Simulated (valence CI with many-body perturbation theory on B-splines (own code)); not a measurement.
**Energy levels of Mo¹⁰⁺**

Computed by configuration interaction combined with many-body perturbation theory (CI+MBPT): four valence electrons over a frozen Dirac-Fock core [Ar] 3d10, a basis of 11 s, 11 p, 9 d, 7 f, 5 g, 2 h, 1 i functions for each j, with the one-electron correlation potential Σ1 (screened to all orders), the two-electron term Σ2, the three-electron term Σ3, Breit, model QED; selected single and double excitations, second order for the rest, scaled by the run's own slope (own B-spline code, finite nucleus).

No measured spectrum was set against this ion. As an estimate, levels hold to about 250 cm⁻¹ or 0.2 % of their energy and the worst to 1 %, as in measured heavy ions of charge 2 to 7; those with d or f electrons hold less well.

Levels 1 to 45 of 74, with energies above the lowest level, 4s2.4p2 3P_0. "Leading %" is the weight of the configuration and term that name the level; weights of strongly mixed levels are sums over their largest components and can fall short. In the jj column 3d3/2^4 stands for four electrons in 3d with j = 3/2.

| No. | Configuration | Term | J | E (cm⁻¹) | Leading % | Second component | Leading jj |
| --- | --- | --- | --- | --- | --- | --- | --- |
| 1 | 4s2.4p2 | 3P | 0 | 0 | 88 | 10 % 4s2.4p2 1S | 4s^2 4p1/2^2 (90 %) |
| 2 | 4s2.4p2 | 3P | 1 | 17617 | 98 |  | 4s^2 4p1/2 4p3/2 (98 %) |
| 3 | 4s2.4p2 | 3P | 2 | 27155 | 67 | 30 % 4s2.4p2 1D | 4s^2 4p1/2 4p3/2 (85 %) |
| 4 | 4s2.4p2 | 1D | 2 | 54777 | 67 | 30 % 4s2.4p2 3P | 4s^2 4p3/2^2 (85 %) |
| 5 | 4s2.4p2 | 1S | 0 | 84950 | 87 | 10 % 4s2.4p2 3P | 4s^2 4p3/2^2 (89 %) |
| 6 | 4s.4p3 | 5S° | 2 | 200940 | 94 | 5 % 4s.4p3 3P° | 4s 4p1/2 4p3/2^2 (47 %) |
| 7 | 4s.4p3 | 3D° | 1 | 250280 | 79 | 11 % 4s.4p3 3P° | 4s 4p1/2^2 4p3/2 (52 %) |
| 8 | 4s.4p3 | 3D° | 2 | 251300 | 77 | 13 % 4s.4p3 3P° | 4s 4p1/2 4p3/2^2 (60 %) |
| 9 | 4s.4p3 | 3D° | 3 | 258290 | 92 | 6 % 4s2.4p.4d 3D° | 4s 4p1/2 4p3/2^2 (92 %) |
| 10 | 4s.4p3 | 3P° | 0 | 283940 | 94 | 5 % 4s2.4p.4d 3P° | 4s 4p1/2 4p3/2^2 (94 %) |
| 11 | 4s.4p3 | 3P° | 1 | 286430 | 80 | 10 % 4s.4p3 3D° | 4s 4p1/2 4p3/2^2 (68 %) |
| 12 | 4s.4p3 | 3P° | 2 | 289390 | 62 | 14 % 4s.4p3 3D° | 4s 4p3/2^3 (45 %) |
| 13 | 4s.4p3 | 1D° | 2 | 320090 | 63 | 19 % 4s2.4p.4d 1D° | 4s 4p1/2 4p3/2^2 (43 %) |
| 14 | 4s.4p3 | 3S° | 1 | 334950 | 64 | 29 % 4s.4p3 1P° | 4s 4p1/2 4p3/2^2 (61 %) |
| 15 | 4s.4p3 | 1P° | 1 | 365430 | 60 | 30 % 4s.4p3 3S° | 4s 4p3/2^3 (64 %) |
| 16 | 4s2.4p.4d | 3F° | 2 | 381860 | 92 |  | 4s^2 4p1/2 4d3/2 (84 %) |
| 17 | 4s2.4p.4d | 3F° | 3 | 392630 | 94 |  | 4s^2 4p1/2 4d5/2 (61 %) |
| 18 | 4s2.4p.4d | 3F° | 4 | 409310 | 97 |  | 4s^2 4p3/2 4d5/2 (97 %) |
| 19 | 4s2.4p.4d | 3P° | 2 | 415650 | 39 | 34 % 4s2.4p.4d 1D° | 4s^2 4p1/2 4d5/2 (74 %) |
| 20 | 4s2.4p.4d | 3D° | 1 | 425080 | 50 | 35 % 4s2.4p.4d 3P° | 4s^2 4p1/2 4d3/2 (78 %) |
| 21 | 4s2.4p.4d | 1D° | 2 | 434380 | 38 | 22 % 4s2.4p.4d 3D° | 4s^2 4p3/2 4d5/2 (39 %) |
| 22 | 4s2.4p.4d | 3P° | 0 | 440070 | 92 | 5 % 4s.4p3 3P° | 4s^2 4p3/2 4d3/2 (92 %) |
| 23 | 4s2.4p.4d | 3P° | 1 | 443530 | 55 | 36 % 4s2.4p.4d 3D° | 4s^2 4p3/2 4d3/2 (82 %) |
| 24 | 4s2.4p.4d | 3D° | 3 | 445560 | 84 | 5 % 4s.4p3 3D° | 4s^2 4p3/2 4d5/2 (49 %) |
| 25 | 4s2.4p.4d | 3D° | 2 | 446940 | 57 | 31 % 4s2.4p.4d 3P° | 4s^2 4p3/2 4d3/2 (45 %) |
| 26 | 4s2.4p.4d | 1F° | 3 | 477820 | 91 | 4 % 4s2.4p.4d 3D° | 4s^2 4p3/2 4d5/2 (44 %) |
| 27 | 4s2.4p.4d | 1P° | 1 | 484840 | 85 | 5 % 4s.4p3 1P° | 4s^2 4p3/2 4d5/2 (72 %) |
| 28 | 4p4 | 3P | 2 | 511970 | 61 | 16 % 4p4 1D | 4p1/2^2 4p3/2^2 (76 %) |
| 29 | 4p4 | 3P | 0 | 532590 | 64 | 16 % 4s.4p2.4d 3P | 4p1/2^2 4p3/2^2 (58 %) |
| 30 | 4p4 | 3P | 1 | 534520 | 75 | 21 % 4s.4p2.4d 3P | 4p1/2 4p3/2^3 (75 %) |
| 31 | 4p4 | 1D | 2 | 541420 | 60 | 16 % 4p4 3P | 4p1/2 4p3/2^3 (74 %) |
| 32 | 4s.4p2.4d | 5F | 1 | 563310 | 92 |  | 4s 4p1/2^2 4d3/2 (52 %) |
| 33 | 4s.4p2.4d | 5F | 2 | 566540 | 85 | 10 % 4s.4p2.4d 5D | 4s 4p1/2 4p3/2 4d3/2 (36 %) |
| 34 | 4s.4p2.4d | 5F | 3 | 572100 | 80 | 16 % 4s.4p2.4d 5D | 4s 4p1/2 4p3/2 4d3/2 (38 %) |
| 35 | 4s.4p2.4d | 5F | 4 | 580720 | 85 | 13 % 4s.4p2.4d 5D | 4s 4p1/2 4p3/2 4d5/2 (75 %) |
| 36 | 4s.4p2.4d | 5D | 0 | 583780 | 94 |  | 4s 4p1/2 4p3/2 4d3/2 (86 %) |
| 37 | 4s.4p2.4d | 5D | 1 | 585080 | 91 | 4 % 4s.4p2.4d 5F | 4s 4p1/2 4p3/2 4d3/2 (73 %) |
| 38 | 4s.4p2.4d | 5D | 2 | 586530 | 78 | 11 % 4s.4p2.4d 5F | 4s 4p1/2 4p3/2 4d3/2 (56 %) |
| 39 | 4s.4p2.4d | 5D | 3 | 588700 | 65 | 16 % 4s.4p2.4d 5F | 4s 4p1/2 4p3/2 4d3/2 (39 %) |
| 40 | 4s.4p2.4d | 5F | 5 | 590760 | 95 | 4 % 4s.4p2.4d 3G | 4s 4p1/2 4p3/2 4d5/2 (54 %) |
| 41 | 4s.4p2.4d | 5D | 4 | 593600 | 69 | 18 % 4s.4p2.4d 3F | 4s 4p1/2 4p3/2 4d5/2 (50 %) |
| 42 | 4p4 | 1S | 0 | 594500 | 61 | 16 % 4s.4p2.4d 1S | 4p3/2^4 (51 %) |
| 43 | 4s.4p2.4d | 3F | 2 | 602210 | 89 |  | 4s 4p1/2 4p3/2 4d5/2 (38 %) |
| 44 | 4s.4p2.4d | 3F | 3 | 609880 | 80 | 8 % 4s.4p2.4d 5D | 4s 4p1/2 4p3/2 4d5/2 (47 %) |
| 45 | 4s.4p2.4d | 5P | 3 | 620600 | 85 | 8 % 4s.4p2.4d 5D | 4s 4p1/2 4p3/2 4d5/2 (48 %) |

Names give the largest LS component (configuration and term), which can be under half, so a name can repeat, a term be missing and a line seem to break the LS rules; names also repeat where a configuration has a term twice.

The ionisation energy to 4s2.4p 2P°_1/2 of the next ion comes out as 209.28 eV (NIST: 209.3 ± 1.2 eV (theoretical)). All 74 levels together are meant to be complete up to 702680 cm⁻¹.
